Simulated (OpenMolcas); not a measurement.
**Lines of Ti III: computed and rescaled rates**

```json
{
 "Program": "OpenMolcas",
 "Method": "MS-CASPT2, IPEA 0.25 Eh, imaginary shift 0.1 Eh (closed shells correlated: 3s 3p)",
 "Basis": "ANO-R3 [7s5p5d3f2g1h]",
 "Scalar Hamiltonian": "X2C, finite nucleus",
 "Active space": "2 electrons in 6 orbitals (3d 4s)",
 "State averaging": "2S+1 = 3 even, 15 roots; 2S+1 = 1 even, 20 roots kept (CI in the orbitals of an earlier block)",
 "Spin-orbit coupling": "RASSI with atomic mean-field integrals over the reference wave functions, term energies averaged over their components"
}
```

Rates come from the transition moments of the reference wave functions (E1 and E2 in the length form). At fixed line strength A goes as λ^-3 for E1 and M1 and as λ^-5 for E2, so a rate at the computed wavelength can be rescaled to the measured one. Measured vacuum wavelengths follow from level energies in Corliss and Sugar, J. Phys. Chem. Ref. Data 8, 1 (1979). Branching counts decays inside the model space alone, at computed energies, and the table is only a selection of the E2 and M1 lines, drawn from those between levels with measured partners whose computed energy lies within a factor of 1.5 of the measured one.

```
    Upper    Lower  Type  λ computed (nm)  λ measured (nm)  A computed (s-1)  A rescaled (s-1)  Branching %
3d 4s 3D3  3d2 3F4    E2            258.3            263.1          4.43e+01          4.04e+01         70.0
3d 4s 3D2  3d2 3F3    E2            257.9            263.1          2.91e+01          2.63e+01         46.1
3d 4s 1D2  3d2 1D2    E2            292.2            300.9          2.08e+01          1.80e+01         58.7
3d 4s 3D2  3d2 3F2    E2            256.6            261.8          1.71e+01          1.55e+01         27.2
3d 4s 1D2  3d2 1G4    E2            360.4            366.2          1.43e+01          1.32e+01         40.6
3d 4s 3D3  3d2 3F3    E2            256.6            261.5          1.28e+01          1.16e+01         20.3
3d 4s 3D2  3d2 3F4    E2            259.6            264.7          1.21e+01          1.10e+01         19.2
  3d2 1S0  3d2 1D2    E2            421.8            416.6          5.20e+00          5.53e+00         97.6
3d 4s 3D3  3d2 3P2    E2            358.3            360.9          3.21e+00          3.10e+00          5.1
3d 4s 3D2  3d2 3P2    E2            360.9            363.9          2.68e+00          2.57e+00          4.3
  3d2 3P0  3d2 3F2    E2            904.8            948.9          4.85e-02          3.82e-02        100.0
  3d2 3P2  3d2 3F4    E2            925.5            970.8          3.33e-02          2.62e-02         67.4
  3d2 3P1  3d2 3F3    E2            915.5            959.8          3.05e-02          2.41e-02         61.6
  3d2 3P1  3d2 3F2    E2            899.1            943.1          1.66e-02          1.31e-02         33.7
  3d2 1D2  3d2 3F3    M1             1293             1206          1.07e-02                           64.8
  3d2 3P2  3d2 3F3    E2            903.9            949.1          9.72e-03          7.62e-03         19.7
  3d2 1G4  3d2 3F4    M1              717            715.5          7.93e-03                           58.5
  3d2 1D2  3d2 3F2    M1             1261             1180          5.76e-03                           35.0
  3d2 1G4  3d2 3F3    M1              704            703.6          5.03e-03                           37.1
  3d2 3P2  3d2 1D2    M1             3002             4449          4.77e-03                            9.7
  3d2 3P1  3d2 1D2    M1             3134             4695          2.33e-03                            4.7
  3d2 3P2  3d2 3F2    E2            887.9            932.7          1.50e-03          1.17e-03          3.0
  3d2 1G4  3d2 1D2    E2             1545             1688          5.58e-04          3.58e-04          4.1
  3d2 3F4  3d2 3F3    M1            38770            42460          3.49e-04          2.66e-04        100.0
  3d2 3F3  3d2 3F2    M1            50150            54080          2.04e-04          1.63e-04        100.0
```

Spin-changing lines and M1 lines between different terms are not rescaled, since their strength hangs on the term gaps too.

The largest correction is for 3d2 1G4 → 3d2 1D2 (E2): 5.58e-04 × (1545 / 1688)^5 = 3.58e-04 s-1, a factor of 0.64.

The computed rate and branching of 3d2 3F3 → 3d2 3F2 give the upper level a radiative lifetime of 1.000 / 2.04e-04 s-1 = 4.90e+03 s, counting decays inside the model space alone. The rescaled rate gives about 6.1e+03 s.

These are rates of the free ion; in crystals, glasses and complexes forced electric-dipole and non-radiative decay shorten such lifetimes by orders of magnitude. No measured rate stands beside these. Rescaling mends the energy factor alone: line strengths can still be far off where a level mixes with configurations outside the active space, and weak or spin-changing lines hang on small mixing coefficients that depend on the term gaps too, so rescaling need not improve them.

CASPT2 does not keep the components of a term degenerate, so their means are used; among the terms shown or strongly mixed into the levels shown the widest spread is 1200 cm-1 (3d2 1G). Terms from blocks run as CI alone lack orbitals of their own. A single d shell beside an s shell can misplace configurations of different d count against each other. Measured partners are found by configuration, term and J. A level has none where our copy of the source lacks it or the pairing is in doubt (some pairs that miss far off the trend of their configuration count as doubtful). Levels of configurations outside the active space are missing.
